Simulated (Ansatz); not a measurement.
C2H3ClF2Si, SMILES F/C=C(/F)[SiH2]Cl.

Geometry: PBE0-D3(BJ)/def2-SVP. The structure was generated by enumeration; whether it is a known compound was not checked. The values are those of a single conformer.

Two levels are set side by side: PBE/def2-SVPD (Ansatz, a quantum-chemistry and plane-wave program) and CAM-B3LYP/def2-SVPD (Ansatz). Energy differences of separate SCF runs at the same geometry; the states with an electron removed or added have multiplicity 2 and 2. Differences are taken from unrounded values.

```csv
quantity,CAM-B3LYP,PBE,PBE minus CAM-B3LYP
vertical ionisation energy (eV),10.28,9.83,-0.45
vertical singlet–triplet gap (eV),3.88,3.86,-0.02
```
